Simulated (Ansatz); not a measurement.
Clusters of 3 atoms, chalcogenide: PBE0-D4/def2-SVP single points in Ansatz on relaxed structures, gas phase. Each cluster is the lowest isomer that a short search found in that spin, judged at the geometry's level, and lower ones may exist. Core potentials for Ag, Au, Pd, Pt, Ta, Te, Zr, no spin–orbit coupling. HOMO and LUMO are taken over both spins. Binding counts from free atoms in the multiplicity of their measured ground term, without zero-point energy. Singlets are spin-restricted. A dash marks a value that wasn't run or was left out as unsound. The structures are stationary points that may keep the symmetry of their start.

```json
{"species": "Ag2Se⁺", "atoms": "3", "state": "doublet", "geometry": "PBE-D4/def2-TZVP", "HOMO (eV)": "-12.24", "LUMO (eV)": "-9.11", "gap (eV)": "3.13", "binding per atom (eV)": "–", "point group (within 0.1 Å)": "C2v"}
{"species": "ZrTe2", "atoms": "3", "state": "singlet", "geometry": "PBE-D4/def2-TZVP", "HOMO (eV)": "-5.76", "LUMO (eV)": "-3.33", "gap (eV)": "2.43", "binding per atom (eV)": "2.71", "point group (within 0.1 Å)": "C2v"}
{"species": "TaS2", "atoms": "3", "state": "doublet", "geometry": "r2SCAN-D4/def2-TZVP", "HOMO (eV)": "-6.70", "LUMO (eV)": "-3.29", "gap (eV)": "3.41", "binding per atom (eV)": "3.66", "point group (within 0.1 Å)": "C2v"}
{"species": "Au2S", "atoms": "3", "state": "singlet", "geometry": "PBE-D4/def2-TZVP", "HOMO (eV)": "-6.35", "LUMO (eV)": "-3.04", "gap (eV)": "3.31", "binding per atom (eV)": "1.62", "point group (within 0.1 Å)": "C2v"}
{"species": "PdS2⁺", "atoms": "3", "state": "doublet", "geometry": "PBE-D4/def2-TZVP", "HOMO (eV)": "-13.04", "LUMO (eV)": "-9.99", "gap (eV)": "3.04", "binding per atom (eV)": "–", "point group (within 0.1 Å)": "C2v"}
{"species": "Ag2Se", "atoms": "3", "state": "singlet", "geometry": "r2SCAN-D4/def2-TZVP", "HOMO (eV)": "-5.62", "LUMO (eV)": "-2.64", "gap (eV)": "2.98", "binding per atom (eV)": "1.48", "point group (within 0.1 Å)": "C2v"}
```

Task: Estimate the rows for TeAu2 (singlet, PBE0-D4/def2-TZVP geometry); PtSe2⁺ (doublet, PBE-D4/def2-TZVP geometry).

Result: 
```json
{"species": "TeAu2", "atoms": "3", "state": "singlet", "geometry": "PBE0-D4/def2-TZVP", "HOMO (eV)": "-5.87", "LUMO (eV)": "-2.92", "gap (eV)": "2.95", "binding per atom (eV)": "1.50", "point group (within 0.1 Å)": "C2v"}
{"species": "PtSe2⁺", "atoms": "3", "state": "doublet", "geometry": "PBE-D4/def2-TZVP", "HOMO (eV)": "-12.31", "LUMO (eV)": "-9.66", "gap (eV)": "2.65", "binding per atom (eV)": "–", "point group (within 0.1 Å)": "C2v"}
```

The gap (eV) runs from 2.43 (ZrTe2) to 3.41 (TaS2).
